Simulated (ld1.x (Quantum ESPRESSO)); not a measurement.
## Transferability test, TM potential for Bi

```json
{
  "Element": "bismuth",
  "Generator": "ld1.x (Quantum ESPRESSO) 7.5",
  "Type": "norm-conserving Troullier–Martins (Kleinman–Bylander form)",
  "Functional": "PBEsol",
  "Relativity": "scalar-relativistic",
  "Frozen core": "[Xe] 4f14 5d10",
  "Valence charge": "5",
  "Reference configuration": "6s2 6p3",
  "Partial waves": "6s (bound): rc 1.85 bohr; 6p (bound): rc 1.80 bohr; 6d channel at 0.4 Ry: rc 1.80 bohr",
  "Local potential": "the d channel",
  "Core correction": "none"
}
```

Energies are relative to the spin-unpolarised reference configuration 6s2 6p3; without spin polarisation the order of configurations can differ from experiment.

```tsv
valence configuration	charge	ΔE all-electron (eV)	error AE − PS (meV)
6s2 6p2	+1	7.949	-9.5
6s2 6p0	+3	46.596	-52
6s1 6p4	0	10.116	+25
6s2 6p3.3	-0.3	-1.100	+0.4
6s0 6p5	0	20.574	+147
```

Question: What are ΔE and the potential's error for 6s1 6p0?

Answer: ΔE = 92.074 eV all-electron; the error (AE − PS) is -28 meV.

Question: What are ΔE and the potential's error for 6s2 6p1?

Answer: ΔE = 23.239 eV all-electron; the error (AE − PS) is -41 meV.

ld1.x printed “convergence not achieved” for 6 of the counted tests; their residual had stalled under 1e-8, short of the target of 1e-14.

Note: ghost states, extra bound levels that the all-electron valence spectrum of the same l lacks: s at -1425.3 eV, p at -764.8 eV. A true bound ghost makes a file unfit for plane-wave use.
